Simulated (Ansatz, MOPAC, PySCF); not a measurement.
Positional isomers: trisilane vinyl. Gas-phase values, no solvent. One relaxed conformer stands for each flexible species; it need not be the lowest. Strings in code marks are SMILES.

Quantity: electronic energy of isomers of C2H10Si3 relative to `C=C[SiH2][SiH2][SiH3]` (C–C–Si–Si torsion 114°, C–Si–Si–Si torsion 178°), in kcal/mol. Semi-empirical values (MOPAC) are differences of heats of formation.

Level 1: frozen-core MP2/cc-pVTZ // PBE0-D3(BJ)/def2-TZVP (Ansatz, an electronic-structure program)
Level 2: B3LYP/6-31G* // PBE0-D3(BJ)/def2-TZVP (PySCF)
Level 3: PBE/6-31G* // PBE0-D3(BJ)/def2-TZVP (PySCF)
Level 4: PM6 // PBE0-D3(BJ)/def2-TZVP (MOPAC)

```tsv
species	level 1	level 2	level 3	level 4
`C=C[SiH]([SiH3])[SiH3]` (C–C–Si–Si torsion 120°)	-0.07	0.53	0.36	-0.63
```
